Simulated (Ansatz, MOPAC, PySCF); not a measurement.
Molecule: SiCl (charge 0, doublet). SMILES: [Si]Cl
Geometry: optimised at B3LYP-D3(BJ)/def2-TZVP (Ansatz, a program for electronic structure).

Wanted: vertical electron affinity to the triplet, in eV. Terms: 6-311+G** with 5d, 6d on Na to Ar in Ansatz; UHF or UKS for open shells; valence correlation only; PM7 with its own dispersion and hydrogen-bond terms; spin-orbit terms left out; each state is the SCF solution reached for its charge and spin; non-relativistic; 6-31G* and kin with 6d, 5d where marked. Basis-set limits of correlation are two-point, X^-3; Hartree-Fock from the larger set. Ab initio and DFT rows: single points at B3LYP-D3(BJ) geometries (Ansatz). Semi-empirical rows: differences of heats of formation at the shared geometry for vertical values. Anions need diffuse functions, which STO-3G, LANL2DZ, def2-SVP, cc-pVDZ and Pople sets without + lack.

Coupled cluster (Ansatz) is a level with limits of its own, used here on species with T1 under 0.025 (0.045 for open shells) and stable references: CCSD(T)/CBS(aug-cc-pV(T+d)Z,aug-cc-pV(Q+d)Z).

Value to compare with, CCSD(T)/CBS(aug-cc-pV(T+d)Z,aug-cc-pV(Q+d)Z) (Ansatz): 1.16 eV.

```tsv
level	program	vertical electron affinity to the triplet (eV)	difference
PM3	MOPAC	2.62	1.46
PM7	MOPAC	1.90	0.74
HF/6-311+G**	Ansatz	0.82	-0.34
PBE/6-311+G**	Ansatz	1.21	0.05
B3LYP/STO-3G	Ansatz	-4.41	-5.57
B3LYP/6-31G*	Ansatz	0.86	-0.30
PBE0/def2-TZVPD	Ansatz	1.12	-0.04
M06-2X/def2-TZVPD	PySCF	1.03	-0.13
wB97M-V/def2-TZVPD	Ansatz	0.90	-0.26
```

Among the 6 habitual levels, B3LYP/STO-3G lies farthest from CCSD(T)/CBS(aug-cc-pV(T+d)Z,aug-cc-pV(Q+d)Z) (Ansatz) (-5.57 eV) and PBE/6-311+G** nearest (0.05); 3 of 6 lie above it, and their mean absolute difference is 1.41 eV, the median 0.54. One case shows no general order.

The levels are drawn from those run, B3LYP/6-31G* more often than the rest, none by its result; runs whose electronic state is in doubt are left out.
